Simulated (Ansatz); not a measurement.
# Which is lower?

The two ends of one reaction step of ZrH₃OF₃, closed shell (PBE0-D4/def2-TZVP).

A:

```
8
angstrom
Zr -0.6593 -0.2522 -0.5639
O 1.1362 0.0784 0.9475
F 0.0477 -1.9925 -0.8441
F -1.5064 0.1442 1.1154
F -2.0970 -0.0993 -1.7939
H 1.8271 0.6774 0.6489
H 0.4106 1.0736 -1.3268
H 0.8413 0.3704 1.8168
```

B:

Zr1  (-0.734, -0.441, 0.171)
O2  (0.433, 0.298, 1.476)
F3  (0.161, -1.765, -0.868)
F4  (-2.179, -1.293, 1.064)
F5  (-1.468, 0.927, -0.935)
H6  (1.583, 0.487, -1.511)
H7  (1.190, 1.123, -1.534)
H8  (1.013, 0.663, 2.137)
(Å)

Computed with Ansatz 0.2.0 (basis: def2-TZVPP); correlated methods freeze the cores. Core potentials replace the inner electrons of the atoms past krypton. B3LYP uses VWN-RPA correlation.

**Question.** Which structure is lower at CCSD(T), and by how much? (To be estimated.)

**Answer.** By the calculation: B, by 20.38 kcal/mol (electronic energy, against the other). By their contacts, A is ZrH₃OF₃ ([OH2][ZrH]([F])([F])[F]) and B is a complex of ZrHOF₃ ([OH][Zr]([F])([F])[F]) + H₂.

All methods give the same order:

```tsv
method	E(B) − E(A) (kcal/mol)
SPW92	-18.67
PBE-D4	-22.53
BLYP-D4	-24.16
r2SCAN-D4	-22.47
B97M-V	-18.37
PBE0-D4	-20.68
B3LYP-D4	-22.42
r2SCAN0-D4	-20.74
BHLYP-D4	-20.22
CAM-B3LYP-D4	-21.48
wB97X-V	-21.42
wB97M-V	-20.61
B2PLYP	-22.77
PBE-QIDH	-20.81
RPA on PBE	-19.61
HF	-18.93
MP2	-23.22
CCSD	-19.53
CCSD(T)	-20.38
```

No T1 diagnostic of these runs exceeds 0.017.

Labels in which every atom is bracketed show which atoms are joined, not bond orders.

For scale, one of the runs: CCSD(T)/def2-TZVPP, 222 basis functions, launched by `ansatz run in.yaml --threads 8 --pin off --events-out ev --progress --plain --max-ram 19148MiB`. The run took 35 s on 8 CPU threads of an AMD EPYC 9R45 (shared host), with 4.5 GiB of host memory at its peak.
